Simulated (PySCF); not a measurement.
## Dipole response of Tl²⁺ (thallium, charge +2)

[Xe] 4f14 5d10 6s1, 2S determinant. Calculation: PySCF 2.14, in aug-cc-pwCVTZ-DK3 (11s10p8d5f1g, 125 functions); scalar relativity by spin-free X2C-1e. Coupled (time-dependent) response in atomic units; α is the mean over directions.

| method | mean α (bohr³) | C₆ (like pair) | S(−4) |
| --- | --- | --- | --- |
| PBE | 12.11 | 77.76 | 51.33 |

S(−4) is the Cauchy moment in α(ω) = α(0) + S(−4) ω² + …

α(iu) at PBE:

```tsv
u (hartree)	α(iu) (bohr³)
0	12.11
0.0500	11.98
0.100	11.63
0.200	10.50
0.300	9.241
0.500	7.180
0.750	5.503
1.00	4.406
1.50	3.043
2.00	2.230
3.00	1.334
5.00	0.6203
```

For an ion, C₆ is the dispersion term alone; charge-induced terms of lower order in 1/R come first.

Spin-orbit coupling, which splits the p, d and f shells strongly at this Z, is absent.
